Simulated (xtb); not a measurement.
xtb was given this input:
```
$ xtb mol.xyz --gfn 2 --opt vtight --json

# file mol.xyz
5

C     -0.07154861     0.00506229     0.03865086
F      1.22957143    -0.24622774    -0.13440148
H     -0.33570228    -0.12938388     1.08179395
H     -0.35677927     1.05868335    -0.27196417
H     -0.59337227    -0.68981199    -0.62956194
```

Question: Estimate the dipole moment that GFN2-xTB (xtb) returns for this input.

Answer: 2.26 D

Question: Predict the total energy at the end of the optimisation from GFN2-xTB.

Answer: -8.393363 Ha

Question: Give the HOMO-LUMO gap at the level GFN2-xTB.

Answer: 14.30 eV
